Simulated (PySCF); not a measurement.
$^{29}$Si chemical shifts

- coordinates at the GFN2-xTB level
- σ from GIAO-PBE0/pcSseg-1
- program: PySCF 2.14.0 with density-fitted response routines
- in vacuum, non-relativistic Hamiltonian, equivalent nuclei averaged, one computed conformer

Shieldings were converted by a linear fit to measured shifts: $^{29}$Si (scatter 8.9 ppm rms, 25.8 ppm with the 6 outliers that the fit left out vs TMS, solution or neat liquid). Occasional misses reach two or three times the rms, and more in compound classes unlike the fitted ones.

Task: Give the $^{29}$Si shifts of `F[Si@@H]([SiH2]P)c1ccccc1`, `C=Cp1c([SiH3])cc(F)c1[SiH3]`, `C=CC[Si@@H]1NC[C@H](CF)N1`, `C[C@H](C[SiH3])S(=O)(=O)Cl`, `FC(F)(F)C([SiH3])([SiH3])C(Cl)Cl`, `CC(=O)[SiH2][SiH3]`, `CC(=O)[SiH2][SiH3]`, `C[Si@H](C#CC#N)[SiH2][SiH3]`, `CC[Si@H](C)S[SiH2]N`.

Result: 
```
                                                             compound                                        environment  δ (ppm)
[F:1][Si@@H:2]([SiH2:3][PH2:4])[c:5]1[cH:6][cH:7][cH:8][cH:9][cH:10]1                 Si2: silicon bonded to C, F, Si, H      2.2
[F:1][Si@@H:2]([SiH2:3][PH2:4])[c:5]1[cH:6][cH:7][cH:8][cH:9][cH:10]1                  Si3: silicon bonded to P, Si, 2 H    -85.9
 [CH2:1]=[CH:2][p:3]1[c:4]([SiH3:5])[cH:6][c:7]([F:8])[c:9]1[SiH3:10]                      Si5: silicon bonded to C, 3 H    -74.6
 [CH2:1]=[CH:2][p:3]1[c:4]([SiH3:5])[cH:6][c:7]([F:8])[c:9]1[SiH3:10]                     Si10: silicon bonded to C, 3 H    -79.9
                                            C=CC[Si@@H]1NC[C@H](CF)N1  silicon bonded to C, 2 N, H, in a 5-membered ring    -13.0
                                           C[C@H](C[SiH3])S(=O)(=O)Cl                           silicon bonded to C, 3 H    -69.7
                                     FC(F)(F)C([SiH3])([SiH3])C(Cl)Cl                      silicon bonded to C, 3 H (×2)    -63.2
                                 [CH3:1][C:2](=[O:3])[SiH2:4][SiH3:5]                  Si4: silicon bonded to C, Si, 2 H    -86.8
                                 [CH3:1][C:2](=[O:3])[SiH2:4][SiH3:5]                     Si5: silicon bonded to Si, 3 H   -103.1
                                 [CH3:1][C:2](=[O:3])[SiH2:4][SiH3:5]                  Si4: silicon bonded to C, Si, 2 H    -86.8
                                 [CH3:1][C:2](=[O:3])[SiH2:4][SiH3:5]                     Si5: silicon bonded to Si, 3 H   -103.1
              [CH3:1][Si@H:2]([C:3]#[C:4][C:5]#[N:6])[SiH2:7][SiH3:8]                  Si2: silicon bonded to 2 C, Si, H    -57.1
              [CH3:1][Si@H:2]([C:3]#[C:4][C:5]#[N:6])[SiH2:7][SiH3:8]                     Si8: silicon bonded to Si, 3 H   -105.9
              [CH3:1][Si@H:2]([C:3]#[C:4][C:5]#[N:6])[SiH2:7][SiH3:8]                   Si7: silicon bonded to 2 Si, 2 H   -113.8
                  [CH3:1][CH2:2][Si@H:3]([CH3:4])[S:5][SiH2:6][NH2:7]                   Si3: silicon bonded to 2 C, S, H     -7.4
                  [CH3:1][CH2:2][Si@H:3]([CH3:4])[S:5][SiH2:6][NH2:7]                   Si6: silicon bonded to N, S, 2 H    -27.9
```

Task: Match the shifts -9.3, -27.2, -63.6 ppm to `C=Cc1nc(S[SiH3])n[nH]1`, `C1C[SiH2]O[SiH2]1`, `CS[Si@](N)(C#N)CC#N`.

Result: -9.3: C1C[SiH2]O[SiH2]1 (silicon bonded to C, O, 2 H, in a 5-membered ring); -27.2: CS[Si@](N)(C#N)CC#N (silicon bonded to 2 C, N, S); -63.6: C=Cc1nc(S[SiH3])n[nH]1 (silicon bonded to S, 3 H).
